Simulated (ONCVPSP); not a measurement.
# A failed generation for antimony

Input:

```
# ATOM AND REFERENCE CONFIGURATION
# atsym  z   nc   nv     iexc    psfile
  Sb 51.00    6    5        4      upf
#
#   n    l    f
    1    0    2.00
    2    0    2.00
    2    1    6.00
    3    0    2.00
    3    1    6.00
    3    2   10.00
    4    0    2.00
    4    1    6.00
    4    2   10.00
    5    0    2.00
    5    1    2.50
#
# PSEUDOPOTENTIAL AND OPTIMIZATION
# lmax
    2
#
#   l,   rc,      ep,       ncon, nbas, qcut
    0    1.25    0.00    3    7   13.10
    1    1.10    0.00    4    8   20.70
    2    1.60    0.00    4    8   15.40
#
# LOCAL POTENTIAL
# lloc, lpopt,  rc(5),   dvloc0
    4    5    0.90    1.00
#
# VANDERBILT-KLEINMAN-BYLANDER PROJECTORs
# l, nproj, debl
    0    2    4.00
    1    2    4.00
    2    2    0.50
#
# MODEL CORE CHARGE
# icmod, fcfact, rcfact
    3    2.50    1.75
#
# LOG DERIVATIVE ANALYSIS
# epsh1, epsh2, depsh
   -7.00    5.00    0.04
#
# OUTPUT GRID
# rlmax, drl
    6.00    0.01
#
# TEST CONFIGURATIONS
# ncnf
    4
# nvcnf
#   n    l    f
    5
    4    0    2.00
    4    1    6.00
    4    2   10.00
    5    0    2.00
    5    1    3.00
#
    5
    4    0    2.00
    4    1    6.00
    4    2   10.00
    5    0    2.00
    5    1    2.00
#
    5
    4    0    2.00
    4    1    6.00
    4    2   10.00
    5    0    2.00
    5    1    1.00
#
    5
    4    0    2.00
    4    1    6.00
    4    2   10.00
    5    0    1.00
    5    1    0.00
#
```

```bash
oncvpsp.x < Sb.dat > Sb.out
```

End of the output:

```
Reference configufation results
  iterations    25
  all-electron total energy (Ha)   -6.48133094D+03

Begin loop to  construct optimized pseudo wave functions
and semi-local pseudopoentials for all angular momenta

Calculating optimized projector #   1

 for l=   0

    Fraction of norm inside rc  0.944900
    Optimizing pswf for qcut=  13.11 a_B^-1,  ecut=  85.88 Ha
    Residual kinetic energy error=  1.04D-08 Ha
 ERROR pspot:  first pseudo wave function has node,          program will stop
 ERROR pspot: try changing psp parameters for this l
```

Problem. Why did it fail, and what change makes it run?

Solution. The run stopped because the optimised pseudo-wave of the first projector has a node, so the radial equation cannot be inverted for a potential. A run that differs only in the following succeeds: s: qcut 9.4; p: qcut 14.8; d: qcut 11. This is one of several that fit.
